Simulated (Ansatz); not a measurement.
Worked example: SbHF2 + CH3Mg → SbHF + Mg(CH3)F

Gas-phase species: SbHF2 `[F][SbH][F]`, singlet; CH3Mg `[CH3][Mg]`, doublet; SbHF `[F][SbH]`, doublet; Mg(CH3)F, singlet. A radical takes F: the energy is the difference in strength between the Sb–F bond broken and the Mg–F bond made.

Shapes, held fixed at every level: PBE0-D4/def2-TZVP. Programs: Ansatz 0.2.0. The zero-point and thermal change to 298 K, harmonic and unscaled (PBE0-D4/def2-TZVP), is -0.1 kJ/mol.

At CCSD(T)/def2-TZVPP; 1 Eh = 2625.50 kJ/mol:

```
 species  energy (Eh)
   SbHF2  -439.722739
   CH3Mg  -239.609326
    SbHF  -339.928960
Mg(CH3)F  -339.456721
```

Problem. Work out ΔH(298 K) of the reaction at this level.

Solution. 
1. Products less reactants: (-339.928960) + (-339.456721) − [(-439.722739) + (-239.609326)] = -0.053616 Eh = -140.8 kJ/mol.
2. With the thermal change: -140.8 + (-0.1) = -140.9 kJ/mol.

Other levels give -175.4 (CCSD/def2-SVP) to -111.3 kJ/mol (SPW92/def2-TZVPP). No measured value is set beside it here. Open shells run unrestricted. For atoms past krypton def2 sets carry core potentials with scalar relativity. Outer-core shells of Mg, Sb are correlated, in sets that cover them unevenly. Sets without diffuse functions underbind ionic bonds of s-block metals. The median of the other correlated levels is -159.4 kJ/mol.
